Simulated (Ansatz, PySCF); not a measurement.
Species: C₂H₇BN, charge 0, multiplicity 2. It need not be the lowest isomer of its formula. 
Coordinates optimised at B3LYP-D3(BJ)/def2-TZVP (Ansatz, a first-principles code):
SMILES: [CH2]B(N)C
```xyz
11

B      0.0407     0.0291     0.0031
C      1.5629    -0.1936     0.0177
C     -0.9731    -1.1792    -0.1110
N     -0.4454     1.3482     0.0944
H      2.0140    -1.1779    -0.0485
H      2.2841     0.6157     0.0950
H     -2.0233    -0.8768    -0.1097
H     -0.7950    -1.7507    -1.0274
H     -0.8314    -1.8846     0.7139
H     -1.4261     1.5738     0.0913
H      0.1528     2.1545     0.1689
```
Charge 0, spin multiplicity 2.

Total electronic energies in hartree. Correlated levels leave the core frozen unless marked. Open shells are spin-unrestricted. Spin-orbit coupling is left out. Non-relativistic. CBS marks a two-point X^-3 extrapolation of the correlation energy; Hartree-Fock from the larger set. The bracket is a focal-point correction in the basis named.

```json
[
 {"level": "HF-D4/def2-TZVPD", "program": "PySCF + dftd4", "energy (Eh)": "-159.05513"},
 {"level": "RI-HF/cc-pVTZ", "program": "Ansatz", "energy (Eh)": "-159.02936"},
 {"level": "BHLYP/def2-TZVPD", "program": "Ansatz", "energy (Eh)": "-160.00247"},
 {"level": "MP2/aug-cc-pVDZ", "program": "Ansatz", "energy (Eh)": "-159.52954"},
 {"level": "MP2/cc-pVTZ", "program": "Ansatz", "energy (Eh)": "-159.66679"},
 {"level": "CCSD(T)/6-31G", "program": "Ansatz", "energy (Eh)": "-159.28605"},
 {"level": "CCSD(T)/aug-cc-pVDZ", "program": "Ansatz", "energy (Eh)": "-159.59996"},
 {"level": "RI-MP2/CBS(aug-cc-pVTZ,aug-cc-pVQZ)+[CCSD(T)-MP2]/aug-cc-pVDZ", "program": "Ansatz", "energy (Eh)": "-159.8215"},
 {"level": "RI-MP2/CBS(cc-pVTZ,cc-pVQZ)+[CCSD(T)-MP2]/cc-pVTZ", "program": "Ansatz", "energy (Eh)": "-159.8197"}
]
```

Totals of different functionals don't rank their quality; only differences between species are comparable.
